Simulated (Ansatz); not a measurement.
Geometry optimisation, RKS r2SCANh/STO-3G in Ansatz.

Input file:

```yaml
crystal:
  periodic: [false, false, false]
  atoms:
    - { symbol: "N", position_ang: [-0.7299, 0.977, -0.1114] }
    - { symbol: C, position_ang: [0.0173, -0.0074, 0.5354] }
    - { symbol: B, position_ang: [-0.92221, -0.75611, 1.5723] }
    - { symbol: Cl, position_ang: [-1.69187, 0.03777, 2.95243] }
    - { symbol: H, position_ang: [-0.1298, 1.6524, -0.6612] }
    - { symbol: H, position_ang: [-1.2272, 1.6177, 0.621] }
    - { symbol: H, position_ang: [0.4274, -0.75236, -0.22344] }
    - { symbol: H, position_ang: [0.85011, 0.41194, 1.06714] }
    - { symbol: H, position_ang: [-1.04585, -1.95153, 1.4173] }
basis:
  gaussian: { orbitals: STO-3G }
hamiltonian:
  xc: r2scanh
relax:
  f_tol: 0.015
  max_steps: 40
```

Launched with:

```bash
$ ansatz run input.yaml --threads 1 --pin off --max-ram 2048MiB --backend cpu --events-out ev --progress --plain --runs-dir out
```

Task: Where does it end, and by what steps?

Result: It converged. Limits of this set-up: minimal basis. After 14 steps the energy has fallen by 0.615 eV; H9 moved furthest, 0.71 Å.

```tsv
step	energy less start (eV)	largest force component (eV/Å)	accepted
0	0.0000	4.872	yes
1	-0.4293	1.459	yes
2	-0.4833	1.012	yes
3	-0.4974	0.974	yes
4	-0.5646	0.626	yes
5	-0.5185	1.192	no
6	-0.5937	0.268	yes
7	-0.6076	0.117	yes
8	-0.6123	0.089	yes
9	-0.6145	0.065	yes
10	-0.6111	0.348	no
11	-0.6147	0.061	yes
12	-0.6147	0.059	yes
13	-0.6137	0.124	no
14	-0.6149	0.014	yes
```

```xyz
9
Properties=species:S:1:pos:R:3
N -0.798 1.169 -0.068
C -0.089 -0.055 0.468
B -0.849 -0.825 1.602
Cl -2.155 -0.043 2.512
H -0.042 1.723 -0.558
H -0.987 1.761 0.787
H 0.087 -0.747 -0.376
H 0.928 0.158 0.876
H -0.548 -1.912 1.926
```

Time of the run: 41 s on 1 thread of Intel(R) Xeon(R) Platinum 8259CL CPU @ 2.50GHz (Skylake/Cascade Lake), with other jobs on the host, peak memory 0.17 GiB.
